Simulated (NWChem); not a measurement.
Molecule: SiH₃I; SMILES [SiH3]I

Program: NWChem. def2 effective core potentials on I; no spin-orbit coupling. Each level has its own optimisation; frequencies are unscaled.

| level | r I–Si (Å) | r H–Si (Å) | highest harmonic frequency (cm⁻¹) | lowest (cm⁻¹) | zero-point energy (kcal/mol) |
|---|---|---|---|---|---|
| Hartree-Fock/STO-3G (all-electron, non-relativistic) | 2.438 | 1.423 | 2920 | 463 | 20.3 |
| Hartree-Fock/3-21G (all-electron, non-relativistic) | 2.600 | 1.476 | 2351 | 306 | 16.5 |
| LDA (Slater exchange, VWN5)/def2-SVP (core potentials) | 2.439 | 1.502 | 2189 | 364 | 15.2 |
| PBE/def2-SVP (core potentials) | 2.467 | 1.501 | 2193 | 351 | 15.3 |
| BLYP/def2-SVP (core potentials) | 2.494 | 1.496 | 2193 | 335 | 15.4 |
| PBE0/def2-SVP (core potentials) | 2.449 | 1.489 | ? | 366 | ? |

### Question
Fill in the missing entries.

### Answer

- PBE0/def2-SVP (core potentials), highest harmonic frequency (cm⁻¹): 2265
- PBE0/def2-SVP (core potentials), zero-point energy (kcal/mol): 15.9
